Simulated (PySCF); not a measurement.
C3H9In, SMILES [CH3][In]([CH3])[CH3]. Atoms are numbered in the order given.

```xyz
13

In    -0.0067     0.0034     0.0045
C     -1.4954    -1.5915    -0.2307
H     -1.1513    -2.2942    -1.0079
H     -2.4676    -1.1843    -0.5466
H     -1.6243    -2.1564     0.7048
C     -0.1423     1.8379    -1.1922
H      0.6538     1.8370    -1.9549
H      0.0078     2.7231    -0.5545
H     -1.1137     1.9207    -1.7012
C      1.6611    -0.2582     1.4074
H      2.0650     0.7110     1.7358
H      2.4705    -0.8149     0.9063
H      1.3473    -0.8384     2.2885
```

Geometry optimised at B3LYP-D3(BJ)/def2-SVP. The isomer is the one that the SMILES or the coordinates give; other isomers of the formula were not compared. The def2 effective core potentials stand for the cores of In; spin–orbit coupling is left out.

Method: CAM-B3LYP/def2-TZVP (PySCF).

Isolated molecule, no solvent.

Problem. Estimate the frontier levels, gap, dipole moment and polarisability. (Estimate from the structure and the level; the computed values follow.)

Solution. 
| Property | Result |
|---|---|
| highest occupied level | -8.29 eV |
| lowest empty level | -0.15 eV |
| orbital gap | 8.14 eV |
| dipole moment | 0.02 D |
| quadrupole, principal values (traceless, Buckingham form, about the centre of nuclear charge) | -3.63, -3.56, 7.19 D·Å |
| mean static polarisability | 76.8 bohr³ (11.38 Å³) |
| polarisability, principal values | 57.1, 86.4, 87.0 bohr³ |
